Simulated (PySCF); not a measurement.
GeF3Br, SMILES [F][Ge]([F])([F])[Br].

Coordinates come from a B3LYP-D3(BJ)/def2-SVP optimisation.

Method: B3LYP-D3(BJ)/def2-SVP (PySCF).

Frequencies are harmonic and unscaled.

Modes within 1.5 cm⁻¹ of each other (mostly degenerate sets) share a row, with their intensities summed.

```json
[
 {"mode": "1–2", "ν (cm⁻¹)": "150", "IR (km/mol)": "3.7", "Raman (Å⁴/amu)": "2.4", "depolarisation": "0.75", "moving atoms (share of kinetic energy)": "F 76 %, Br 12 %, Ge 12 %"},
 {"mode": "3–5", "ν (cm⁻¹)": "236", "IR (km/mol)": "63.0", "Raman (Å⁴/amu)": "5.5", "depolarisation": "0.75", "moving atoms (share of kinetic energy)": "F 79 %, Ge 20 %"},
 {"mode": "6", "ν (cm⁻¹)": "348", "IR (km/mol)": "76.6", "Raman (Å⁴/amu)": "3.6", "depolarisation": "0.08", "moving atoms (share of kinetic energy)": "Ge 53 %, Br 30 %, F 17 %"},
 {"mode": "7", "ν (cm⁻¹)": "725", "IR (km/mol)": "71.4", "Raman (Å⁴/amu)": "9.5", "depolarisation": "0.00", "moving atoms (share of kinetic energy)": "F 88 %, Ge 12 %"},
 {"mode": "8–9", "ν (cm⁻¹)": "772", "IR (km/mol)": "155.6", "Raman (Å⁴/amu)": "4.7", "depolarisation": "0.75", "moving atoms (share of kinetic energy)": "F 74 %, Ge 26 %"}
]
```
